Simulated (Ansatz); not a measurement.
Reaction (formal hydrolysis of the In–Se bond): `[OH][In]([SH])[SeH]` + H₂O → `[OH][In]([OH])[SH]` + H₂Se

Gas-phase electronic energies from Ansatz, PBE0-D4/def2-TZVP geometries. CCSD(T)/CBS is the MP2 limit (def2-TZVPP, def2-QZVPP) plus CCSD(T) − MP2 in def2-TZVPP, frozen cores. This one scheme is used for every species. Functionals use def2-TZVPP. Elements past krypton have def2 core potentials. For In, Se outer-core shells are correlated without core-valence functions, which leaves a few kJ/mol of doubt a bond. Scalar relativity is left out up to krypton. One conformer a species, not always the lowest.

`[OH][In]([SH])[SeH]`:

```xyz
7

O    -1.467    1.368   -0.019
In   -0.064   -0.028   -0.008
S     2.130    0.817    0.264
Se   -0.667   -2.434   -0.267
H    -2.355    1.022   -0.130
H     1.677    2.082    0.330
H     0.746   -2.827   -0.170
```

H₂O:

Z-matrix (Å, degrees):
```
O
H 1 0.960
H 1 0.960 2 105.1
```

`[OH][In]([OH])[SH]`:

```xyz
7

O    -0.017   -1.030   -1.767
In   -0.045   -0.036   -0.057
O     1.742    0.466    0.609
S    -1.979    0.551    1.165
H    -0.889   -1.271   -2.088
H     2.439    0.166    0.018
H    -1.251    1.154    2.121
```

H₂Se:

```xyz
3

Se   -0.538   -0.388    0.168
H    -0.058    0.217   -1.079
H     0.596    0.171    0.911
```

| level | ΔE (kJ/mol) | difference from CCSD(T)/CBS |
| --- | --- | --- |
| PBE-D4 | 85.9 | -2.7 |
| BLYP-D4 | 78.7 | -9.9 |
| B97M-V | 78.0 | -10.6 |
| CAM-B3LYP-D4 | 80.3 | -8.3 |
| ωB97X-V | 80.9 | -7.7 |
| ωB97M-V | 85.0 | -3.6 |
| B2PLYP | 82.4 | -6.2 |
| PBE-QIDH | 93.0 | 4.4 |
| BLYP | 74.1 | -14.5 |
| MP2/def2-QZVPP | 91.9 | 3.3 |
| CCSD(T)/CBS | 88.6 | 0 |

Largest T1 diagnostic among the species: 0.016.

Leaving LDA and LC-ωPBE aside and taking each functional with its dispersion term where it has one, the values, not all of them listed here, spread over 16.3 kJ/mol, from B97M-V to HSE06-D4. LDA lies +3.4 kJ/mol from PBE without D4. From r2SCAN to r2SCAN0 (25 % exact exchange), in def2-TZVPP and without D4, ΔE moves by +7.5 kJ/mol.

CCSD(T)/CBS has its own doubt, a few kJ/mol and more with outer-core shells, so smaller differences from it don't rank the levels.
